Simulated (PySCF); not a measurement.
**Electron correlation in Te (tellurium, neutral)**

[Kr] 4d10 5s1 5p4 6s1, high-spin 5P determinant (an excited configuration). Computed with PySCF 2.14 in dyall-av2z (22s16p12d, 130 functions), with no relativity, point nucleus. Frozen: [Kr] 4d10; 6 electrons correlated; the 62 highest virtual orbitals of each spin left out.

```tsv
level	correlation energy (mhartree)
CCSD	-94.46
(T)	-4.58
CCSD(T)	-99.04
```

Diagnostics: T1 = 0.018, D1 = 0.0453, largest double amplitude 0.224.

Question: Is a single reference adequate?

Answer: Not fully. A non-relativistic calculation at this Z misses sizeable relativistic shifts. The outer electron is Rydberg-like, and this basis confines it to a smaller radius and binds it less than a complete one would. A double-excitation amplitude exceeds 0.15, a sign of near-degeneracy.
